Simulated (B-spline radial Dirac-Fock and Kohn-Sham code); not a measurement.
**Cd³⁸⁺: eigenvalues, ΔSCF and the reference**

System: cadmium as Cd³⁸⁺, configuration [He] 2s2 2p6.

The density-functional columns are spherical, spin-unpolarised Dirac-Kohn-Sham results without Breit or QED terms: −ε is minus the orbital energy of the initial state and ΔSCF the difference of two total energies. The reference in the last column comes from Dirac-Fock ΔSCF + Breit + QED. All numbers are from a B-spline atomic structure program, in eV; a selection of levels is shown. For the 1s level of heavy atoms much of the gap between ΔSCF and the reference is the Breit and QED part, -83.1 eV here; for other levels the error of the functional can be larger.

| level | LDA −ε | LDA ΔSCF | Dirac-Fock |
| --- | --- | --- | --- |
| 1s | 28870.6 | 29233.0 | 29152.4 |
| 2s | 6171.3 | 6260.9 | 6292.4 |
| 2p1/2 | 5937.2 | 6043.5 | 6029.7 |
| 2p3/2 | 5736.3 | 5838.2 | 5831.1 |

For the outermost level NIST gives 5839 ± 3 eV (semi-empirical); the differences from it are LDA −ε -102.67, LDA ΔSCF -0.79, Dirac-Fock -7.91 eV.

Values without a named source are computed, but for edge energies of neutral atoms, which are taken from tables.
